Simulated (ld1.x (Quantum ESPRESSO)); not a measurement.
**Scattering properties, PAW potential for neon**

* Element: Ne (Z = 10)
* Generator: ld1.x (Quantum ESPRESSO) 7.5
* Type: PAW
* Functional: LDA (PZ)
* Relativity: scalar-relativistic
* Frozen core: [He]
* Valence charge: 8
* Reference configuration: 2s2 2p6
* Partial waves: 2s (bound): rcut 0.55, rcutus 0.60 bohr; 2s channel at -0.2 Ry: rcut 0.55, rcutus 0.60 bohr; 2p (bound): rcut 1.10, rcutus 1.45 bohr; 2p channel at -0.65 Ry: rcut 1.10, rcutus 1.45 bohr
* Local potential: all-electron potential smoothed inside 0.55 bohr (lloc = -2)
* Core correction: a·sin(br)/r model core inside 0.45 bohr
* Augmentation charge: PSQ, inside the norm-conserving radii

The phase is arctan(r·u′/u) with u = r·R(r), unwrapped; energies in Ry, scanned from -5 to 5 Ry. A pole is an energy at which the radial function vanishes at the test radius. The pseudo phase is shifted by a multiple of π to meet the all-electron one at the reference energy, and phase errors are pseudo minus all-electron; the curves can meet again beyond the range given. Levels narrower than the energy grid can be missing from the lists of poles.

```csv
channel,radius (bohr),reference energy (Ry),"poles, all-electron","poles, pseudo",unbroken range about the reference energy with phases within 0.05 rad,phase error 1 Ry above the reference energy (rad)
s,1.59,-2.65,-1.91,-1.91,the whole range,+0.000
p,1.59,-0.99,-0.18,-0.18,the whole range,-0.000
```

Phases in the p channel:

```json
{"E (Ry)": "-5.00", "all-electron": "1.273", "pseudo": "1.273"}
{"E (Ry)": "-4.48", "all-electron": "1.252", "pseudo": "1.252"}
{"E (Ry)": "-3.96", "all-electron": "1.224", "pseudo": "1.224"}
{"E (Ry)": "-3.44", "all-electron": "1.185", "pseudo": "1.185"}
{"E (Ry)": "-2.92", "all-electron": "1.126", "pseudo": "1.126"}
{"E (Ry)": "-2.40", "all-electron": "1.024", "pseudo": "1.024"}
{"E (Ry)": "-1.88", "all-electron": "0.788", "pseudo": "0.787"}
{"E (Ry)": "-1.36", "all-electron": "-0.042", "pseudo": "-0.043"}
{"E (Ry)": "-0.84", "all-electron": "-1.184", "pseudo": "-1.184"}
{"E (Ry)": "-0.32", "all-electron": "-1.525", "pseudo": "-1.525"}
{"E (Ry)": "0.20", "all-electron": "-1.664", "pseudo": "-1.664"}
{"E (Ry)": "0.72", "all-electron": "-1.750", "pseudo": "-1.750"}
{"E (Ry)": "1.24", "all-electron": "-1.818", "pseudo": "-1.818"}
{"E (Ry)": "1.76", "all-electron": "-1.883", "pseudo": "-1.883"}
{"E (Ry)": "2.28", "all-electron": "-1.956", "pseudo": "-1.956"}
{"E (Ry)": "2.80", "all-electron": "-2.046", "pseudo": "-2.046"}
{"E (Ry)": "3.32", "all-electron": "-2.170", "pseudo": "-2.169"}
{"E (Ry)": "3.84", "all-electron": "-2.356", "pseudo": "-2.352"}
{"E (Ry)": "4.36", "all-electron": "-2.651", "pseudo": "-2.641"}
{"E (Ry)": "4.88", "all-electron": "-3.093", "pseudo": "-3.072"}
```
